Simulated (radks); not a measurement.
Cs3+, 52 electrons, occupied as [Kr] 4d10 5s2 5p4. Calculated with a radial shooting solver on a logarithmic mesh with Libxc functionals: scalar-relativistic Kohn-Sham, PBE, spin-polarised, spherical densities, finite nucleus; open shells are filled with parallel spins first (spin-orbit coupling, left out, can overturn this in heavy ions); Fermi nuclear charge, rms radius 4.8041 fm.

Radial electron density D(r) = 4 pi r^2 rho(r):

```
   r/bohr * D(r) (the largest magnitude, 93.6, reaches the edge; | marks zero)
 0.001211 | *
 0.001603 |  *
  0.00212 |    *
 0.002806 |      *
 0.003712 |          *
 0.004912 |               *
 0.006499 |                     *
 0.008599 |                             *
  0.01138 |                                   *
  0.01505 |                                        *
  0.01976 |                                         *
  0.02614 |                                      *
  0.03459 |                                    *
  0.04577 |                                       *
  0.06056 |                                                *
  0.08013 |                                                      *
    0.106 |                                                *
   0.1403 |                                       *
   0.1856 |                                          *
   0.2456 |                                             *
   0.3249 |                               *
   0.4299 |                *
   0.5688 |                *
   0.7527 |                *
   0.9959 |        *
    1.318 |   *
    1.743 |  *
    2.307 |*
    3.052 *
    4.038 *
    5.343 *
```

D(r) has 4 maxima, at r = 0.0182, 0.0808, 0.230, 0.652 bohr, and minima at 0.0354, 0.152, 0.477 bohr, inside which lie 1.98, 11.20, 28.97 electrons.
